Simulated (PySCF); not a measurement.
Molecule: SMILES COC1=C(C(C)=O)C1, C₆H₈O₂.

Cartesian coordinates in Å; atom numbers follow the order of the lines, from 1:
```xyz
16

C     3.112   -0.039   -0.368
O     1.896    0.257   -1.042
C     0.794    0.090   -0.364
C    -0.520    0.135   -0.261
C    -1.815    0.408   -0.812
C    -2.955    0.099    0.134
O    -1.978    0.846   -1.933
C     0.247   -0.368    0.947
H     3.884   -0.069   -1.134
H     3.347    0.743    0.359
H     3.057   -1.003    0.143
H    -2.889   -0.936    0.463
H    -2.879    0.737    1.012
H    -3.906    0.271   -0.362
H     0.353    0.267    1.822
H     0.243   -1.427    1.186
```

Frames of a GFN2-xTB Langevin trajectory at 200 K; GIAO PBE0/pcSseg-1 shieldings in PySCF 2.14.0 with density-fitted response routines, gas phase, non-relativistic; equivalent atoms averaged within each frame.

δ = σ(ref) − σ, references computed at the same level: $^{13}$C (σ = 186.93 ppm) and $^{1}$H (σ = 31.72 ppm) against TMS; $^{17}$O (σ = 336.08 ppm) against H2O. The references are static minima.

Q: How do the shifts (ppm) fluctuate along the trajectory?

A: 
```tsv
time (fs)	C5	C3	C4	C1	C6	C8	O7	O2	H9/H10/H11	H15/H16
250	185.7	158.8	84.8	61.1	27.8	24.8	667.1	138.2	3.90	3.04
425	191.3	153.9	83.6	62.2	32.6	22.0	688.5	128.9	4.45	2.73
625	186.1	152.9	77.6	61.8	31.9	18.7	667.2	139.9	4.20	2.18
800	189.9	159.0	81.7	66.9	33.1	21.1	663.7	130.7	4.90	2.51
1000	186.5	150.0	82.1	61.8	30.9	19.3	660.9	121.9	4.44	2.10
mean of frames	187.9	154.9	82.0	62.8	31.2	21.2	669.5	131.9	4.38	2.51
standard deviation	2.5	3.9	2.8	2.4	2.1	2.4	11.0	7.3	0.37	0.39
```

5 frames give an uncertainty of the mean of about the standard deviation over 2.2 at best, since frames this close in time may not be independent; classical motion lacks zero-point vibration, and the reference would need the same averaging.
